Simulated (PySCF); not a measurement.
SMILES c1ccc2cc3ccccc3cc2c1 (C₁₄H₁₀) at its GFN2-xTB optimised geometry (Å):

```
24

C      2.8272     2.3889     0.0000
C      3.5158     1.1569     0.0000
C      2.8281    -0.0174     0.0000
C      1.4097    -0.0314     0.0000
C      0.6804    -1.2172     0.0000
C     -0.7117    -1.2172     0.0000
C     -1.4666    -2.4180     0.0000
C     -2.8272    -2.3887     0.0000
C     -3.5158    -1.1567     0.0000
C     -2.8280     0.0176     0.0000
C     -1.4096     0.0314     0.0000
C     -0.6804     1.2172     0.0000
C      0.7118     1.2173     0.0000
C      1.4666     2.4182     0.0000
H      3.3950     3.3080     0.0000
H      4.5962     1.1592     0.0000
H      3.3504    -0.9637     0.0000
H      1.2082    -2.1614     0.0000
H     -0.9342    -3.3588     0.0000
H     -3.3951    -3.3078     0.0000
H     -4.5962    -1.1589     0.0000
H     -3.3502     0.9640     0.0000
H     -1.2082     2.1614     0.0000
H      0.9340     3.3588     0.0000
```

Computed with PySCF 2.14.0 with B3LYP/def2-SVP.

Map of the Laplacian of the electron density (e/bohr⁵) on the plane z = 0.6 Å:

```
|                               |
|                               |
|                               |
|                               |
|                               |
|                               |
|                 ..   .        |
|                :=-:.--:       |
|               .=#*##*#+.      |
|            ....+**%##+*:      |
|           .+*==#@:. .@#:.     |
|        . .-*=%@@-*@@#:@*-.    |
|       :-::=#*+:++@%%@+%+*:    |
|      .+#**#%-*=%+@%%@:#+*:    |
|      .*+#%@*-@@@=#@@+ %*-.    |
|     .-%%.-=.@@+@@.=-.%%-.     |
|    .-*% +@@#=@@@-*@%#+*.      |
|    :*+#:@%%@+%=*-%#**#+.      |
|    :*+%+@%%@++:+*#=::-:       |
|    .-*@:#@@*-@@%=*-. .        |
|     .:#@. .:@#==*+.           |
|      :*+##%**+....            |
|      .+#*##*#=.               |
|       :--.:-=:                |
|        .   ..                 |
|                               |
|                               |
|                               |
|                               |
|                               |
|                               |
```
Scale: ten equal steps from -0.003 (start of ' ') to 0.154 (end of '@'), in the order ' .:-=+*#%@'; x runs from -7.00 to 7.00, y from -7.00 (bottom) to 7.00 (top).
